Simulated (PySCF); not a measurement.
```xyz
4
charge 0 multiplicity 1, angstrom
Pm    0.0000    0.0000    0.0127
H     1.9506    0.0000   -0.6108
H    -0.9753    1.6892   -0.6108
H    -0.9753   -1.6892   -0.6108
```

Level of theory: PySCF, PBE0, basis Pm lcecp-1-TZVP with ECP50, H def2-TZVP (scalar-relativistic core potentials, no spin–orbit coupling, density fitting).

This geometry of PmH₃ is a stationary point at this level.

Q: What is the point group?

A: C3v.

Q: Is it a minimum?

A: Yes: all harmonic wavenumbers are real.

Q: Which band is strongest in the infrared?

A: 1401 cm⁻¹ (e), 1857 km/mol.

Q: What are the dipole moment and the gap between the highest occupied and lowest empty levels?

A: 4.65 D and 4.85 eV.

Q: Give the atomic charges and bond orders.

A: 
| atom | Mulliken | Löwdin | polar tensor | Mayer order to Pm1 |
| --- | --- | --- | --- | --- |
| Pm1 | 0.86 | 0.61 | 1.63 | – |
| H2,3,4 | -0.29 | -0.20 | -0.54 | 0.91 |

Only a few start shapes were tried, so a lower isomer may exist. The 4f shell sits in the core potential, so its spin is not counted.
